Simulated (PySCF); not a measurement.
## Al²⁺: excitation energy

Al²⁺ [Ne] 3s1 (2S) → Al²⁺ [Ne] 3p1 (2P), as a difference of total energies. Computed with PySCF 2.14 in aug-cc-pCVTZ-DK, with the spin-free X2C one-electron Hamiltonian (Gaussian nucleus). Correlated levels: valence and next inner shell: 1s2 frozen. The calculations carry no spin-orbit coupling.

```tsv
method	excitation energy (cm⁻¹)
UHF	53227
MP2 (valence and next inner shell)	54125
SCS-MP2 (valence and next inner shell)	53893
CCSD (valence and next inner shell)	54088
CCSD(T) (valence and next inner shell)	54112
```

A first-order spin-orbit estimate (lowest level to lowest level, LS coupling) adds -0.015 eV.
